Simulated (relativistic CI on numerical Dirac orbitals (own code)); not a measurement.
**V⁺: L2,3 absorption edge**

Computed with this model: Dirac-Coulomb-Breit CI, separate exchange-only KLI orbitals for each configuration, model QED, valence Slater integrals scaled by 0.7, multiplet model of core-to-valence dipole absorption; configurations [Ar] 3d4 → [He] 2s2 2p5 3s2 3p6 3d5; 300 K; Lorentzian 0.24 eV and Gaussian 0.3 eV FWHM. Energies are those of the free ion, without screening or charge transfer. The branching ratio is the share of the lower-energy edge in the whole absorption, uncertain by about 0.02 where the edges overlap. S is read from ⟨S²⟩ = S(S + 1).

Field parameters in Wybourne normalisation: D3d B²₀ = −7Dσ, B⁴₀ = −14Dq − 21Dτ, B⁴₃ = −14√(10/7) Dq; D4h B²₀ = −7Ds, B⁴₀ = 21(Dq − Dt), B⁴₄ = 21√(5/14) Dq; Td as Oh with Dq negative (B⁴₀ = 21Dq, B⁴₄ = √(5/14) B⁴₀). The field is a parameter set, without covalency.

free ion: ground-state S = 2.00, centroid 516.29 eV. Peaks (eV, height): 511.7 (12), 511.9 (11), 513.7 (100), 514.6 (73), 515.3 (54), 518.1 (21), 518.9 (20), 521.1 (33), 521.4 (34), 521.9 (28).

D3d, 10Dq = 15500, Dσ = -50, Dτ = 200 cm⁻¹: ground-state S = 1.00, centroid 517.14 eV. Peaks (eV, height): 512.5 (39), 514.6 (100), 521.4 (66), 522.7 (21).

Td, 10Dq = -8100 cm⁻¹: ground-state S = 2.00, centroid 516.45 eV. Peaks (eV, height): 511.5 (6), 512.8 (31), 514.1 (100), 518.5 (19), 519.3 (27), 519.9 (19), 521.6 (39).

D4h, 10Dq = 10350, Ds = -440, Dt = -100 cm⁻¹: ground-state S = 2.00, centroid 516.59 eV. Peaks (eV, height): 513.1 (61), 514.4 (100), 519.1 (15), 520.0 (35), 521.3 (27), 522.0 (33).

D3d, 10Dq = 5450, Dσ = 570, Dτ = 150 cm⁻¹: ground-state S = 2.00, centroid 516.51 eV. Peaks (eV, height): 511.5 (7), 514.0 (100), 518.6 (19), 519.3 (31), 520.2 (21), 521.7 (45).

D4h, 10Dq = 8150, Ds = 2810, Dt = -300 cm⁻¹: ground-state S = 2.00, centroid 516.66 eV. Peaks (eV, height): 512.6 (30), 514.0 (100), 515.0 (68), 519.5 (17), 520.3 (44), 520.8 (30), 521.4 (34), 522.1 (34).

Strongest unbroadened transitions for Td, 10Dq = -8100 cm⁻¹:

| Energy (eV) | Relative strength |
| --- | --- |
| 512.40 | 37.9 |
| 512.85 | 50.2 |
| 513.79 | 39.6 |
| 513.86 | 49.2 |
| 514.00 | 98.4 |
| 514.02 | 43.5 |
| 514.04 | 36.4 |
| 514.05 | 47.8 |
| 514.30 | 39.6 |
| 514.41 | 38.5 |
| 514.47 | 44.7 |
| 514.50 | 100.0 |
| 514.89 | 57.0 |
| 518.53 | 38.6 |
| 518.54 | 73.8 |
| 519.30 | 61.9 |
| 519.31 | 51.8 |
| 519.32 | 43.8 |
